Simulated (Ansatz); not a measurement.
Ansatz (a program for electronic structure) input for Si(OSiH3)2(NHSiH3)(Cl) (ClH10NO2Si4), SMILES [SiH3]N[Si](Cl)(O[SiH3])O[SiH3], PBE-D3(BJ)/def2-SVP. 

Ansatz 0.2 input:
```yaml
crystal:
  periodic: [false, false, false]
  atoms:
    - {symbol: Si, position_ang: [-2.27411648, -2.03873085, 0.70709727]}
    - {symbol: N, position_ang: [-0.54699151, -1.76508629, 0.56135215]}
    - {symbol: Si, position_ang: [0.17402053, -0.29360903, 0.10395543]}
    - {symbol: Cl, position_ang: [0.94013048, -0.30544297, -1.83523130]}
    - {symbol: O, position_ang: [1.43733106, 0.08631594, 1.07512749]}
    - {symbol: Si, position_ang: [2.91657147, 0.86373996, 1.00216849]}
    - {symbol: O, position_ang: [-1.02533503, 0.82469346, 0.13726423]}
    - {symbol: Si, position_ang: [-1.65307644, 2.08243677, -0.76976302]}
    - {symbol: H, position_ang: [-2.46375623, -3.51065115, 0.86096202]}
    - {symbol: H, position_ang: [-2.98623535, -1.56756119, -0.51634358]}
    - {symbol: H, position_ang: [-2.87373999, -1.35085849, 1.88894463]}
    - {symbol: H, position_ang: [0.06603686, -2.53734452, 0.81068653]}
    - {symbol: H, position_ang: [2.78253391, 2.16804764, 0.29098101]}
    - {symbol: H, position_ang: [3.90886663, 0.00637076, 0.29396396]}
    - {symbol: H, position_ang: [3.36222482, 1.09718236, 2.40199669]}
    - {symbol: H, position_ang: [-2.74344033, 2.69980913, 0.03154382]}
    - {symbol: H, position_ang: [-0.59243398, 3.09463028, -1.04315274]}
    - {symbol: H, position_ang: [-2.19688980, 1.56671818, -2.05766371]}
basis:
  gaussian:
    orbitals: def2-SVP
hamiltonian:
  xc: pbe
  dispersion: d3bj
relax: {f_tol: 0.002, max_steps: 200}
```

It prints:

```
[...]
integrals: 0.18 GiB planned
2017 factors; their error is unknown
mean field: 0.84 GiB planned
mean field -49740.70491678 eV, -1827.9371902309 hartree, gradient 2.3e-5 eV, S^2 0.000000; 0 other end points of the search recorded, 0 dependent functions left out
the calculation of the forces begins
reference -49740.70497061 eV, -1827.9371922091 hartree; 53, 53 occupied and 129, 129 virtual orbitals, 2017 factors
relax step   5: F+E_penalty+E_count = -49741.26651801 eV  Δ(F+E_penalty+E_count) = -1.458e-3 eV  max|allowed force component| = 7.465e-2 eV/Å  Δτ_max = 0.0320 Å  (30 SCF iters, accepted)
these checks for a lower state are left out or cut short: starts, cluster_reference, orbital_swaps, neighbouring_geometries, increment
integrals: 0.18 GiB planned
2017 factors; their error is unknown
mean field: 0.84 GiB planned
mean field -49740.70252406 eV, -1827.9371023002 hartree, gradient 2.3e-5 eV, S^2 0.000000; 0 other end points of the search recorded, 0 dependent functions left out
the calculation of the forces begins
reference -49740.70257765 eV, -1827.9371042693 hartree; 53, 53 occupied and 129, 129 virtual orbitals, 2017 factors
relax step   6: F+E_penalty+E_count = -49741.26700252 eV  Δ(F+E_penalty+E_count) = -4.845e-4 eV  max|allowed force component| = 1.046e-1 eV/Å  Δτ_max = 0.0489 Å  (30 SCF iters, accepted)
these checks for a lower state are left out or cut short: starts, cluster_reference, orbital_swaps, neighbouring_geometries, increment
integrals: 0.18 GiB planned
2017 factors; their error is unknown
mean field: 0.84 GiB planned
mean field -49740.70190855 eV, -1827.9370796805 hartree, gradient 2.2e-5 eV, S^2 0.000000; 0 other end points of the search recorded, 0 dependent functions left out
the calculation of the forces begins
reference -49740.70196207 eV, -1827.9370816473 hartree; 53, 53 occupied and 129, 129 virtual orbitals, 2017 factors
relax step   7: F+E_penalty+E_count = -49741.26784711 eV  Δ(F+E_penalty+E_count) = -8.446e-4 eV  max|allowed force component| = 6.267e-2 eV/Å  Δτ_max = 0.0252 Å  (30 SCF iters, accepted)
these checks for a lower state are left out or cut short: starts, cluster_reference, orbital_swaps, neighbouring_geometries, increment
integrals: 0.18 GiB planned
2017 factors; their error is unknown
mean field: 0.84 GiB planned
mean field evaluation 64: about -49740.7026 eV, gradient 5.3e-5 eV
mean field -49740.70260987 eV, -1827.9371054534 hartree, gradient 2.2e-5 eV, S^2 0.000000; 0 other end points of the search recorded, 0 dependent functions left out
the calculation of the forces begins
reference -49740.70266342 eV, -1827.9371074213 hartree; 53, 53 occupied and 129, 129 virtual orbitals, 2017 factors
relax step   8: F+E_penalty+E_count = -49741.26810856 eV  Δ(F+E_penalty+E_count) = -2.615e-4 eV  max|allowed force component| = 1.030e-2 eV/Å  Δτ_max = 0.0072 Å  (32 SCF iters, accepted)
these checks for a lower state are left out or cut short: starts, cluster_reference, orbital_swaps, neighbouring_geometries, increment
integrals: 0.18 GiB planned
2017 factors; their error is unknown
mean field: 0.84 GiB planned
mean field -49740.70260462 eV, -1827.9371052605 hartree, gradient 2.0e-5 eV, S^2 0.000000; 0 other end points of the search recorded, 0 dependent functions left out
the calculation of the forces begins
reference -49740.70265817 eV, -1827.9371072286 hartree; 53, 53 occupied and 129, 129 virtual orbitals, 2017 factors
relax step   9: F+E_penalty+E_count = -49741.26817185 eV  Δ(F+E_penalty+E_count) = -6.328e-5 eV  max|allowed force component| = 9.255e-3 eV/Å  Δτ_max = 0.0068 Å  (25 SCF iters, accepted)
these checks for a lower state are left out or cut short: starts, cluster_reference, orbital_swaps, neighbouring_geometries, increment
integrals: 0.18 GiB planned
2017 factors; their error is unknown
mean field: 0.83 GiB planned
mean field -49740.70241623 eV, -1827.9370983373 hartree, gradient 9.7e-6 eV, S^2 0.000000; 0 other end points of the search recorded, 0 dependent functions left out
the calculation of the forces begins
reference -49740.70246978 eV, -1827.9371003053 hartree; 53, 53 occupied and 129, 129 virtual orbitals, 2017 factors
relax step  10: F+E_penalty+E_count = -49741.26822652 eV  Δ(F+E_penalty+E_count) = -5.467e-5 eV  max|allowed force component| = 1.462e-2 eV/Å  Δτ_max = 0.0099 Å  (25 SCF iters, accepted)
these checks for a lower state are left out or cut short: starts, cluster_reference, orbital_swaps, neighbouring_geometries, increment
integrals: 0.18 GiB planned
2017 factors; their error is unknown
mean field: 0.83 GiB planned
mean field -49740.70223729 eV, -1827.9370917616 hartree, gradient 2.2e-5 eV, S^2 0.000000; 0 other end points of the search recorded, 0 dependent functions left out
the calculation of the forces begins
reference -49740.70229086 eV, -1827.9370937302 hartree; 53, 53 occupied and 129, 129 virtual orbitals, 2017 factors
relax step  11: F+E_penalty+E_count = -49741.26831175 eV  Δ(F+E_penalty+E_count) = -8.523e-5 eV  max|allowed force component| = 1.642e-2 eV/Å  Δτ_max = 0.0186 Å  (32 SCF iters, accepted)
these checks for a lower state are left out or cut short: starts, cluster_reference, orbital_swaps, neighbouring_geometries, increment
integrals: 0.18 GiB planned
2017 factors; their error is unknown
mean field: 0.83 GiB planned
mean field -49740.70216716 eV, -1827.9370891842 hartree, gradient 2.2e-5 eV, S^2 0.000000; 0 other end points of the search recorded, 0 dependent functions left out
the calculation of the forces begins
reference -49740.70222080 eV, -1827.9370911553 hartree; 53, 53 occupied and 129, 129 virtual orbitals, 2017 factors
relax step  12: F+E_penalty+E_count = -49741.26842843 eV  Δ(F+E_penalty+E_count) = -1.167e-4 eV  max|allowed force component| = 1.925e-2 eV/Å  Δτ_max = 0.0344 Å  (30 SCF iters, accepted)
these checks for a lower state are left out or cut short: starts, cluster_reference, orbital_swaps, neighbouring_geometries, increment
integrals: 0.18 GiB planned
2017 factors; their error is unknown
mean field: 0.83 GiB planned
mean field evaluation 96: about -49740.7022 eV, gradient 1.8e-1 eV
mean field -49740.70229595 eV, -1827.9370939172 hartree, gradient 2.2e-5 eV, S^2 0.000000; 0 other end points of the search recorded, 0 dependent functions left out
the calculation of the forces begins
reference -49740.70234966 eV, -1827.9370958912 hartree; 53, 53 occupied and 129, 129 virtual orbitals, 2017 factors
relax step  13: F+E_penalty+E_count = -49741.26849663 eV  Δ(F+E_penalty+E_count) = -6.820e-5 eV  max|allowed force component| = 1.815e-2 eV/Å  Δτ_max = 0.0223 Å  (30 SCF iters, accepted)
these checks for a lower state are left out or cut short: starts, cluster_reference, orbital_swaps, neighbouring_geometries, increment
integrals: 0.18 GiB planned
2017 factors; their error is unknown
mean field: 0.84 GiB planned
mean field -49740.70255628 eV, -1827.9371034840 hartree, gradient 2.2e-5 eV, S^2 0.000000; 0 other end points of the search recorded, 0 dependent functions left out
the calculation of the forces begins
reference -49740.70261008 eV, -1827.9371054611 hartree; 53, 53 occupied and 129, 129 virtual orbitals, 2017 factors
relax step  14: F+E_penalty+E_count = -49741.26854078 eV  Δ(F+E_penalty+E_count) = -4.415e-5 eV  max|allowed force component| = 7.448e-3 eV/Å  Δτ_max = 0.0196 Å  (31 SCF iters, accepted)
these checks for a lower state are left out or cut short: starts, cluster_reference, orbital_swaps, neighbouring_geometries, increment
integrals: 0.18 GiB planned
2017 factors; their error is unknown
mean field: 0.84 GiB planned
mean field -49740.70265494 eV, -1827.9371071098 hartree, gradient 2.5e-5 eV, S^2 0.000000; 0 other end points of the search recorded, 0 dependent functions left out
the calculation of the forces begins
reference -49740.70270875 eV, -1827.9371090874 hartree; 53, 53 occupied and 129, 129 virtual orbitals, 2017 factors
relax step  15: F+E_penalty+E_count = -49741.26856517 eV  Δ(F+E_penalty+E_count) = -2.439e-5 eV  max|allowed force component| = 8.147e-3 eV/Å  Δτ_max = 0.0059 Å  (24 SCF iters, accepted)
these checks for a lower state are left out or cut short: starts, cluster_reference, orbital_swaps, neighbouring_geometries, increment
integrals: 0.18 GiB planned
2017 factors; their error is unknown
mean field: 0.83 GiB planned
mean field -49740.70265354 eV, -1827.9371070584 hartree, gradient 1.5e-5 eV, S^2 0.000000; 0 other end points of the search recorded, 0 dependent functions left out
the calculation of the forces begins
reference -49740.70270734 eV, -1827.9371090354 hartree; 53, 53 occupied and 129, 129 virtual orbitals, 2017 factors
relax step  16: F+E_penalty+E_count = -49741.26857004 eV  Δ(F+E_penalty+E_count) = -4.875e-6 eV  max|allowed force component| = 3.659e-3 eV/Å  Δτ_max = 0.0047 Å  (24 SCF iters, accepted)
these checks for a lower state are left out or cut short: starts, cluster_reference, orbital_swaps, neighbouring_geometries, increment
integrals: 0.18 GiB planned
2017 factors; their error is unknown
mean field: 0.83 GiB planned
mean field -49740.70262838 eV, -1827.9371061339 hartree, gradient 7.8e-5 eV, S^2 0.000000; 0 other end points of the search recorded, 0 dependent functions left out
the calculation of the forces begins
reference -49740.70268218 eV, -1827.9371081107 hartree; 53, 53 occupied and 129, 129 virtual orbitals, 2017 factors
relax step  17: F+E_penalty+E_count = -49741.26857593 eV  Δ(F+E_penalty+E_count) = -5.886e-6 eV  max|allowed force component| = 1.340e-3 eV/Å  Δτ_max = 0.0013 Å  (21 SCF iters, accepted)
integrals: 0.18 GiB planned
2017 factors; their error is unknown
mean field: 0.83 GiB planned
mean field evaluation 128: about -49739.2065 eV, gradient 2.4e1 eV
mean field -49740.70262838 eV, -1827.9371061339 hartree, gradient 7.8e-5 eV, S^2 0.000000; 1 other end points of the search recorded, 0 dependent functions left out
the calculation of the forces begins
reference -49740.70268218 eV, -1827.9371081107 hartree; 53, 53 occupied and 129, 129 virtual orbitals, 2017 factors
Total energy: -49741.26862972 eV, -1827.9579062994 hartree
Atom 0 at    -2.306897    -2.080504     0.711534 Å, force    -0.000781    -0.000694     0.000389 eV/Å
Atom 1 at    -0.567329    -1.805690     0.589290 Å, force     0.000733     0.001340     0.000137 eV/Å
Atom 2 at     0.161411    -0.325636     0.134872 Å, force    -0.000085    -0.000539     0.000114 eV/Å
Atom 3 at     0.918786    -0.316554    -1.818964 Å, force    -0.000113     0.000216     0.000475 eV/Å
Atom 4 at     1.440836     0.031923     1.120003 Å, force     0.000812     0.000041    -0.000345 eV/Å
Atom 5 at     2.874432     0.911530     0.967001 Å, force    -0.000580     0.000002    -0.000713 eV/Å
Atom 6 at    -1.042876     0.809334     0.191364 Å, force    -0.000290    -0.000076    -0.000002 eV/Å
Atom 7 at    -1.565570     2.097735    -0.766577 Å, force     0.000609    -0.000396    -0.001005 eV/Å
Atom 8 at    -2.496767    -3.566956     0.833648 Å, force     0.000246     0.000029     0.000142 eV/Å
Atom 9 at    -3.005302    -1.581352    -0.521498 Å, force     0.000086     0.000143    -0.000525 eV/Å
Atom 10 at    -2.926588    -1.415113     1.909889 Å, force     0.000107     0.000093     0.000005 eV/Å
Atom 11 at     0.049314    -2.575564     0.861348 Å, force    -0.000197    -0.000065    -0.000273 eV/Å
Atom 12 at     2.610358     2.235917     0.306237 Å, force    -0.000499     0.000592    -0.000238 eV/Å
Atom 13 at     3.877187     0.135051     0.162752 Å, force     0.000159    -0.000515     0.000271 eV/Å
Atom 14 at     3.396652     1.131087     2.354953 Å, force    -0.000025    -0.000347     0.000632 eV/Å
Atom 15 at    -2.658149     2.783688    -0.003490 Å, force    -0.000093     0.000220     0.000610 eV/Å
Atom 16 at    -0.434237     3.057028    -1.009349 Å, force     0.000382     0.000276     0.000313 eV/Å
Atom 17 at    -2.093562     1.594736    -2.079124 Å, force    -0.000473    -0.000321     0.000011 eV/Å
Dipole moment:     0.077584    -0.051721     0.094939 e Å
```

Self-consistency was reached.

Cost: about 2.9 core-minutes (a rough figure).
